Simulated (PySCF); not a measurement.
# Copper: a sound run and one with changed settings

Sound run: Cu⁺ [Ar] 3d10, Cu²⁺ [Ar] 3d9. All numbers are calculated (PySCF 2.14, scalar relativity by spin-free X2C-1e, in Sapporo-DKH3-DZP-2012 (6s4p3d1f, 40 functions)). In the sound run the correlated levels freeze [Ar]. The sound run starts from symmetry-adapted Hartree-Fock orbitals and uses a fine grid where one is needed.

Changed run: basis STO-3G, all-electron and non-relativistic. This setting is unsound on purpose.

| species | method | sound run (hartree) | changed run (hartree) | converged |
| --- | --- | --- | --- | --- |
| Cu⁺ | UHF | -1652.86827 | -1618.43525 | yes |
| Cu⁺ | r2SCAN | -1654.40554 | -1619.62151 | yes |
| Cu⁺ | PBE0 | -1654.19964 | -1619.36724 | yes |
| Cu⁺ | MP2 | -1653.26318 | -1618.43406 | yes |
| Cu²⁺ | UHF | -1652.23120 | -1619.11464 | yes |
| Cu²⁺ | r2SCAN | -1653.65156 | -1620.22850 | yes |
| Cu²⁺ | PBE0 | -1653.44979 | -1619.97825 | yes |
| Cu²⁺ | MP2 | -1652.50061 | -1619.11687 | yes |

Ionisation energy of Cu⁺:

```tsv
method	sound run (eV)	changed run (eV)
UHF	17.335	-18.487
r2SCAN	20.517	-16.517
PBE0	20.404	-16.627
MP2	20.750	-18.580
SCS-MP2	20.318	-18.578
```

A minimal basis cannot let orbitals breathe on ionisation and holds almost no correlation. The Hamiltonian changed with the basis, so the totals do not compare. A negative ionisation energy or a positive MP2 energy shows that the occupation asked for is not the lowest one in this basis.

For comparison, NIST gives 20.292 eV between the lowest levels.
